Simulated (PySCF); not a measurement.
C₆H₁₁B.
Numbering: `[BH2:1][C@:2]12[CH2:3][CH2:4][C@H:5]1[CH2:6][CH2:7]2` (hydrogens: H8, H9 on B1; H10, H11 on C3; H12, H13 on C4; H14 on C5; H15, H16 on C6; H17, H18 on C7)

Geometry (GFN2-xTB, Å), atoms numbered from 1 in this order:
```xyz
18
C6H11B angstrom
B      0.6450   -2.0108   -0.3601
C      0.1977   -0.6412    0.2043
C     -1.2278   -0.4261    0.7627
C     -1.5362    0.6043   -0.3328
C     -0.1227    0.4483   -0.8953
C      0.9235    1.3791   -0.2815
C      1.2148    0.3481    0.8183
H     -0.1522   -2.8221   -0.6366
H      1.7748   -2.2116   -0.5904
H     -1.2532   -0.0358    1.7788
H     -1.8515   -1.3163    0.7152
H     -2.3150    0.2856   -1.0235
H     -1.7727    1.6078    0.0208
H     -0.0351    0.2423   -1.9596
H      1.7714    1.5684   -0.9376
H      0.5293    2.3348    0.0635
H      0.9629    0.6728    1.8266
H      2.2383   -0.0213    0.8155
```

Jobs on this species (18 atoms, 52 electrons) with PySCF (density fitting). Hardware of each: Intel Xeon 6975P-C, one thread, no GPU (shared host). The host was shared with other jobs, so the times are rough. Peak memory is the resident size of the whole Python process, interpreter and libraries included.

```csv
level and settings,work,basis functions,SCF cycles,wall time,peak memory
"X3LYP/def2-SVPD, IEF-PCM chloroform, level shift 0.3 Eh","1 singlet by full TDDFT, polarisability",228,?,?,?
"mPW1PW91/def2-SVP, energy threshold 1e-07 Eh","25 singlets by full TDDFT, 2 Tamm–Dancoff triplets, polarisability",153,?,?,?
PBE0/def2-SVPD,"6 singlets by full TDDFT, 2 Tamm–Dancoff triplets, polarisability, density and orbital grids written",228,14,37 s,0.90 GiB
PBE0/pcSseg-1,"shieldings, ring-centre shieldings, charges and field gradients, density and orbital grids written",174,14,30 s,0.78 GiB
```

**Question.** Fill in the missing figures.

**Answer.** 
- X3LYP/def2-SVPD, IEF-PCM chloroform, level shift 0.3 Eh; 1 singlet by full TDDFT, polarisability: 36 s, 0.97 GiB, 13 SCF cycles
- mPW1PW91/def2-SVP, energy threshold 1e-07 Eh; 25 singlets by full TDDFT, 2 Tamm–Dancoff triplets, polarisability: 31 s, 0.72 GiB, 8 SCF cycles

**Question.** What do all jobs in the table cost together?

**Answer.** About 2.2 min; the longest takes about 28 % of that, and about 1.2 times as long as the shortest.
